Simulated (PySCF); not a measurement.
SrCl, SMILES [Cl][Sr], multiplicity 2. Atoms are numbered in the order given.

```xyz
2

Sr     0.0000     0.0000    -0.8047
Cl     0.0000     0.0000     1.7988
```
Charge 0, spin multiplicity 2.

Geometry: B3LYP-D3(BJ)/def2-TZVPD. The multiplicity is an assumed one; other spin states were not compared. The def2 effective core potentials stand for the cores of Sr; spin–orbit coupling is left out.

Level of theory: B3LYP/def2-TZVPD in PySCF.

Mulliken values depend strongly on the basis, most of all with diffuse functions as here. ESP charges are fitted to the potential on shells at 1.4 to 2.0 van der Waals radii. Atomic charges (e):

```
atom  ESP fit  Mulliken  Mulliken spin
----  -------  --------  -------------
Sr1       ___      0.76           0.99
Cl2       ___     -0.76           0.01
```

Problem. What belongs in the gaps? (An estimate is asked for; the answer gives what the named calculation found.)

Solution. 
- Sr1, ESP fit: 0.44
- Cl2, ESP fit: -0.44
